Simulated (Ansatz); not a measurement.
Cost and result for the atomization energy of GeH$_{19}$N$_{3}$Si$_{6}$, SMILES `[SiH3][N]([SiH3])[GeH]([N]([SiH3])[SiH3])[N]([SiH3])[SiH3]` (29 atoms, 28 bonds).

```
atom   x (Å)   y (Å)   z (Å)
 Si1  -2.031   1.221   1.181
  N2  -0.867  -0.034   1.479
 Si3  -1.059  -1.100   2.834
 Ge4   0.675  -0.088   0.481
  N5   0.500  -1.478  -0.710
 Si6  -1.035  -2.274  -0.869
 Si7   1.902  -2.113  -1.511
  N8   0.738   1.463  -0.504
 Si9   0.402   1.405  -2.207
Si10   1.328   2.925   0.221
 H11  -2.498   1.220  -0.228
 H12  -3.182   0.945   2.084
 H13  -1.496   2.571   1.501
 H14   0.075  -2.063   2.806
 H15  -1.026  -0.358   4.124
 H16  -2.343  -1.843   2.759
 H17   1.918  -0.251   1.364
 H18  -0.873  -3.279  -1.955
 H19  -2.117  -1.325  -1.233
 H20  -1.431  -2.986   0.375
 H21   1.704  -2.170  -2.981
 H22   2.232  -3.483  -1.032
 H23   3.041  -1.208  -1.198
 H24  -0.940   0.836  -2.488
 H25   0.453   2.812  -2.690
 H26   1.415   0.614  -2.954
 H27   0.370   4.044   0.034
 H28   1.506   2.661   1.674
 H29   2.637   3.332  -0.358
```

The species carries charge 0 and has multiplicity 1. Correlated methods include outer-core shells of Ge, which these sets cover unevenly. Scalar relativity is left out up to krypton. All single points use the PBE0-D4/def2-TZVP geometry. It is one conformer, not always the lowest. Program: Ansatz. All runs use 11 threads of an AMD EPYC 7R13 on a shared host and a whole NVIDIA H100 80 GB. Times are those of one run each, without the atoms' runs, and a repeat can differ threefold. Electronic energies, without spin–orbit coupling; frozen cores. CCSD(T)/CBS adds CCSD(T) − MP2 in def2-TZVPP to the MP2 limit, and its time is that of the two runs behind it. T1 = 0.012. With those shells the extrapolation isn't a true limit. B3LYP takes the VWN-RPA correlation (the form of Gaussian; ORCA's B3LYP/G). HSE06 is the plane-wave form, built on full-range PBE exchange.

CCSD(T)/CBS is a level of theory with its own doubt, some kJ/mol a heavy atom from the limit and from the frozen cores, so smaller differences don't rank the functionals.

```tsv
level	functions	wall time	atomization (kJ/mol)	difference from CCSD(T)/CBS	per bond
PBE-D4/def2-TZVPP (with forces)	659	14 s	9120.8	-131.3	-4.7
BLYP-D4/def2-TZVPP	659	14 s	9137.8	-114.3	-4.1
B3LYP-D4/def2-TZVPP (with forces)	659	14 s	9229.9	-22.2	-0.8
B97M-V/def2-TZVPP	659	17 s	9238.7	-13.4	-0.5
MP2/def2-QZVPP	1250	18 s	9146.6	-105.5	-3.8
ωB97M-V/def2-TZVPP (with forces)	659	19 s	9238.0	-14.1	-0.5
CCSD(T)/def2-SVP	277	21 s	8538.8	-713.3	-25.5
PBE-QIDH/def2-TZVPP	659	21 s	9074.0	-178.1	-6.4
HSE06-D4/def2-TZVPP	659	22 s	9084.9	-167.2	-6.0
B2PLYP/def2-TZVPP	659	22 s	9059.2	-192.9	-6.9
r2SCAN-D4/def2-TZVPP (with forces)	659	23 s	9163.9	-88.2	-3.2
CCSD(T)/def2-TZVPP	659	110 s	8996.4	-255.7	-9.1
CCSD(T)/CBS(def2)	–	2.1 min	9252.1	0.0	0.0
```

From r2SCAN to r2SCAN0 (25 % exact exchange), in def2-TZVPP and without D4, the atomization energy moves by −78.3 kJ/mol: exact exchange takes away binding that semilocal exchange gives to molecules. In def2-TZVPP, CCSD(T) changes the Hartree–Fock value by +2247.4 kJ/mol (the triples alone add +109.9 kJ/mol) and MP2 by +2243.1 kJ/mol; breaking electron pairs costs correlation energy, which Hartree–Fock lacks. At CCSD(T), def2-SVP lies −713.3 kJ/mol from the extrapolated value and def2-TZVPP −255.7 kJ/mol: correlation converges slowly with the basis, and small sets miss more of it in the bonded molecule than in its fragments.
